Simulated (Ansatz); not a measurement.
From Ta(NH2)3O to Ta(OH)3O: predicting a member

Gas-phase molecules. On one Ta centre that keeps O, n of the NH2 ligands are replaced by OH. The dipole moment y in D at wB97M-V/def2-TZVPP. Shapes: PBE0-D4/def2-TZVP. Flexible molecules stand in one conformer, not always the lowest. Programs: Ansatz 0.2.0.

| molecule | n | y (D) |
| --- | --- | --- |
| Ta(NH2)3O | 0 | 3.94 |
| Ta(NH2)2(OH)O | 1 | 2.80 |
| Ta(NH2)(OH)2O | 2 | ? |
| Ta(OH)3O | 3 | 6.76 |

Problem. Fit y = c + s·n to the known rows and predict Ta(NH2)(OH)2O.

Solution. 
1. Means of the 3 rows: n = 1.33333, y = 4.500.
2. Σ(Δn)² = 4.6667, Σ(Δn·Δy) = 5.08, so the slope is 5.08/4.6667 = 1.0886.
3. Intercept: 4.500 − (1.0886) × 1.33333 = 3.049. The largest residual of the fit is 1.34.
4. Ta(NH2)(OH)2O: 3.049 + (1.0886) × 2 = 5.23 D.

The run gave 3.85 D, so the prediction is off by +1.38 D, about the largest residual. The steps per swap are uneven (-1.14, +1.05, +2.91), so a line is a poor model. Dipoles add as vectors. Other levels give for Ta(NH2)(OH)2O: PBE-D4/def2-TZVPP 3.62; r2SCAN-D4/def2-TZVPP 3.74 D. For atoms past krypton def2 sets carry core potentials with scalar relativity. The series isn't monotonic at this level.
